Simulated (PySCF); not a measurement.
Isomers of C9H11OP, mass 166.055 u with the commonest isotopes. Method: PBE0/pcSseg-1 in PySCF (dipole) on a GFN2-xTB geometry, gas phase. One conformer each, none proved a minimum here; rigid rotors.

**Question.** Order these by rotational constant A, largest first.
A. `[CH2:1]=[CH:2][P@:3]([CH3:4])(=[O:5])[c:6]1[cH:7][cH:8][cH:9][cH:10][cH:11]1` with C1–C2–P3–C4 125°, C2–P3–C6–C7 123°
B. `[CH3:1][C:2]1=[CH:3][CH2:4][CH2:5][P:6]1[c:7]1[cH:8][cH:9][cH:10][o:11]1` with C5–P6–C7–C8 -47°, C2–C3–C4–C5 18°, C3–C4–C5–P6 -26°, C4–C5–P6–C7 -73°, C1–C2–P6–C5 167°
C. `[O:1]=[P@H:2]1[CH2:3][C@@H:4]([c:5]2[cH:6][cH:7][cH:8][cH:9][cH:10]2)[CH2:11]1` with C3–C4–C5–C6 56°, O1–P2–C3–C4 134°, P2–C3–C4–C5 -138°, C3–C4–C11–P2 15°, O1–P2–C11–C4 -134°
D. `[OH:1][CH2:2][P:3]1[CH2:4][c:5]2[cH:6][cH:7][cH:8][cH:9][c:10]2[CH2:11]1` with H–O1–C2–P3 62°, O1–C2–P3–C4 71°, C2–P3–C4–C5 77°, P3–C4–C5–C6 -165°, C9–C10–C11–P3 165°, C2–P3–C11–C10 -77°

**Answer.** C (2909 MHz), D (1909 MHz), A (1806 MHz), B (1591 MHz).

**Question.** Order these by radius of gyration √(Σ m r²/M), smallest first.
A. `[O:1]=[P@H:2]1[CH2:3][C@@H:4]([c:5]2[cH:6][cH:7][cH:8][cH:9][cH:10]2)[CH2:11]1` with C3–C4–C5–C6 56°, O1–P2–C3–C4 134°, P2–C3–C4–C5 -138°, C3–C4–C11–P2 15°, O1–P2–C11–C4 -134°
B. `[OH:1][CH2:2][P:3]1[CH2:4][c:5]2[cH:6][cH:7][cH:8][cH:9][c:10]2[CH2:11]1` with H–O1–C2–P3 62°, O1–C2–P3–C4 71°, C2–P3–C4–C5 77°, P3–C4–C5–C6 -165°, C9–C10–C11–P3 165°, C2–P3–C11–C10 -77°
C. `[CH3:1][C:2]1=[CH:3][CH2:4][CH2:5][P:6]1[c:7]1[cH:8][cH:9][cH:10][o:11]1` with C5–P6–C7–C8 -47°, C2–C3–C4–C5 18°, C3–C4–C5–P6 -26°, C4–C5–P6–C7 -73°, C1–C2–P6–C5 167°
D. `[CH2:1]=[CH:2][P@:3]([CH3:4])(=[O:5])[c:6]1[cH:7][cH:8][cH:9][cH:10][cH:11]1` with C1–C2–P3–C4 125°, C2–P3–C6–C7 123°

**Answer.** C (2.239 Å), B (2.368 Å), D (2.400 Å), A (2.645 Å).

**Question.** Order these by rotational constant C, largest first.
A. `[CH3:1][C:2]1=[CH:3][CH2:4][CH2:5][P:6]1[c:7]1[cH:8][cH:9][cH:10][o:11]1` with C5–P6–C7–C8 -47°, C2–C3–C4–C5 18°, C3–C4–C5–P6 -26°, C4–C5–P6–C7 -73°, C1–C2–P6–C5 167°
B. `[O:1]=[P@H:2]1[CH2:3][C@@H:4]([c:5]2[cH:6][cH:7][cH:8][cH:9][cH:10]2)[CH2:11]1` with C3–C4–C5–C6 56°, O1–P2–C3–C4 134°, P2–C3–C4–C5 -138°, C3–C4–C11–P2 15°, O1–P2–C11–C4 -134°
C. `[CH2:1]=[CH:2][P@:3]([CH3:4])(=[O:5])[c:6]1[cH:7][cH:8][cH:9][cH:10][cH:11]1` with C1–C2–P3–C4 125°, C2–P3–C6–C7 123°

**Answer.** A (685.0 MHz), C (610.2 MHz), B (452.8 MHz).

```
                     SMILES  point group  Ia (u·Å²)  Ib (u·Å²)  Ic (u·Å²)      κ  μa (D)  μb (D)  μc (D)
           CC1=CCCP1c1ccco1           C1     317.68     610.20     737.74  -0.68    0.04    0.66    1.50
     C=C[P@](C)(=O)c1ccccc1           C1     279.77     804.67     828.20  -0.97    1.54    3.40    0.03
O=[P@H]1C[C@@H](c2ccccc2)C1           Cs     173.75    1033.85    1116.20  -0.97    2.86    2.89    0.00
            OCP1Cc2ccccc2C1           C1     264.68     760.49     837.14  -0.91    0.30    0.96    0.08
```
